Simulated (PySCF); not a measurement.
Compound: C5H5F3Si.
Atom-mapped SMILES: `[F:1][Si:2]([F:3])([F:4])[C:5]1=[CH:6][CH2:7][CH:8]=[CH:9]1`

Probes without a nucleus sit at each ring's centroid and 1 Å off its mean plane on both sides; NICS is minus the shielding there, NICSzz its component along the normal. Level: GIAO PBE0/pcSseg-1 (PySCF, non-relativistic, gas phase) on the GFN2-xTB geometry, one conformer.

Ring bond lengths (Å), with Mayer bond orders in brackets: C5–C6 1.351 (1.72), C6–C7 1.488 (1.06), C7–C8 1.491 (1.07), C8–C9 1.337 (1.78), C9–C5 1.460 (1.08).

Task: What do the NICS probes read (ppm)?

Result: 
```tsv
ring	type	NICS(0)	NICS(1), two faces	NICS(1)zz, two faces	rms pucker (Å)	centre to ring atoms, mean (Å)
C5–C6–C7–C8–C9	5-membered carbocycle; formal bonds 2 double, 3 single	-3.2	-6.3 / -6.2	-13.3 / -13.2	0.00	1.21
```

Task: What can be read from them?

Result: 
- C5–C6–C7–C8–C9: mean NICS(1)zz -13.2 ppm, shielded. C7 has four or more neighbours; no verdict on aromaticity is drawn.

Task: At the first NICS(1) probe listed for ring C5–C6–C7–C8–C9, 1 Å off the ring, what do the in-plane components average?

Result: The isotropic value is a third of the trace: (3 × -6.3 − (-13.3))/2 = -2.8 ppm.

Task: What are the shieldings of the ring atoms and their hydrogens in the same run (means over atoms taken as equivalent)?

Result: 
```json
{"atoms": "C5", "environment": "fully substituted alkene carbon", "σ isotropic (ppm)": "51.5", "principal values of the symmetric part, first atom (ppm)": "-42.6, 46.8, 150.1"}
{"atoms": "C6", "environment": "alkene CH carbon", "σ isotropic (ppm)": "24.3", "principal values of the symmetric part, first atom (ppm)": "-92.6, 13.3, 152.3"}
{"atoms": "C7", "environment": "allylic carbon", "σ isotropic (ppm)": "138.6", "principal values of the symmetric part, first atom (ppm)": "126.6, 139.4, 149.9"}
{"atoms": "C8", "environment": "alkene CH carbon", "σ isotropic (ppm)": "44.0", "principal values of the symmetric part, first atom (ppm)": "-61.2, 39.4, 153.9"}
{"atoms": "C9", "environment": "alkene CH carbon", "σ isotropic (ppm)": "47.1", "principal values of the symmetric part, first atom (ppm)": "-56.8, 53.2, 144.7"}
{"atoms": "H on C6", "environment": "vinylic hydrogen", "σ isotropic (ppm)": "24.26", "principal values of the symmetric part, first atom (ppm)": "22.4, 22.7, 27.7"}
{"atoms": "H on C7 (×2)", "environment": "methylene hydrogen", "σ isotropic (ppm)": "28.45", "principal values of the symmetric part, first atom (ppm)": "23.9, 26.5, 35.0"}
{"atoms": "H on C8", "environment": "vinylic hydrogen", "σ isotropic (ppm)": "24.84", "principal values of the symmetric part, first atom (ppm)": "23.4, 25.0, 26.1"}
{"atoms": "H on C9", "environment": "vinylic hydrogen", "σ isotropic (ppm)": "24.87", "principal values of the symmetric part, first atom (ppm)": "22.5, 24.2, 28.0"}
```

Conformer computed: `[F:1][Si:2]([F:3])([F:4])[C:5]1=[CH:6][CH2:7][CH:8]=[CH:9]1`: F1–Si2–C5–C6 140°.
